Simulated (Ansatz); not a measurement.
`B[CH](Cl)[Zn][F]` + `C[SiH3]` → `BC[SiH3]` + `[F][Zn][CH2]Cl`  (formal exchange of groups at a B–C bond)

Computed with Ansatz on PBE0-D4/def2-TZVP structures; ΔE is electronic, products minus reactants. CCSD(T)/CBS adds triple-zeta CCSD(T) − MP2 to the extrapolated MP2 energy (def2 sets, frozen cores). This one scheme is used for every species. Functionals use def2-TZVPP. For Zn outer-core shells are correlated without core-valence functions, which leaves a few kJ/mol of doubt a bond. Scalar relativity is left out up to krypton. Each species was taken in one conformer, which may not be the lowest.

`B[CH](Cl)[Zn][F]`:

Cartesian coordinates in Å:
```
B -0.740 -0.221 -0.857
C 0.023 0.854 -0.162
Cl 1.560 1.499 -0.750
Zn 0.538 -0.629 1.102
F 1.152 -1.726 2.315
H -1.824 -0.484 -0.410
H -0.255 -0.878 -1.730
H -0.454 1.583 0.492
```

`C[SiH3]`:

Cartesian coordinates in Å:
```
C -0.872 -0.390 -0.249
Si 0.781 0.349 0.223
H -0.808 -1.478 -0.308
H -1.201 -0.016 -1.221
H -1.636 -0.135 0.490
H 1.228 -0.164 1.546
H 0.690 1.832 0.305
H 1.818 0.002 -0.786
```

`BC[SiH3]`:

```xyz
10

B    -0.433   -1.036    1.037
C     0.038    0.389    0.732
Si    0.276    0.483   -1.147
H    -1.598   -1.316    1.003
H     0.361   -1.910    1.242
H     1.017    0.652    1.144
H    -0.693    1.174    0.949
H    -1.007    0.242   -1.855
H     0.769    1.840   -1.498
H     1.271   -0.519   -1.608
```

`[F][Zn][CH2]Cl`:

Cartesian coordinates in Å:
```
F 0.640 0.883 2.770
Zn 0.186 0.395 1.154
C -0.288 -0.152 -0.631
Cl 1.129 -0.943 -1.390
H -0.564 0.691 -1.263
H -1.104 -0.873 -0.640
```

| level | ΔE (kcal/mol) |
| --- | --- |
| PBE0-D4 | 7.3 |
| B2PLYP | 6.3 |
| r2SCAN | 7.9 |
| MP2/def2-TZVPP | 7.2 |
| SCS-MP2/def2-TZVPP | 6.3 |
| HF/def2-QZVPP | 2.8 |
| MP2/def2-QZVPP | 7.0 |
| MP2/CBS(def2) | 6.8 |

Problem. What does CCSD(T)/CBS give? (Estimate.)

Solution. Ansatz gave: +6.7 kcal/mol. The listed levels differ from it by 0.6, -0.4, 1.2, 0.5, -0.4, -3.9, 0.3, 0.1 kcal/mol.

Largest T1 diagnostic among the species: 0.015.

In def2-TZVPP, CCSD(T) changes the Hartree–Fock value by +4.3 kcal/mol (the triples alone add +1.1 kcal/mol) and MP2 by +4.5 kcal/mol. From PBE to PBE0 (25 % exact exchange), in def2-TZVPP and without D4, ΔE moves by −0.9 kcal/mol.
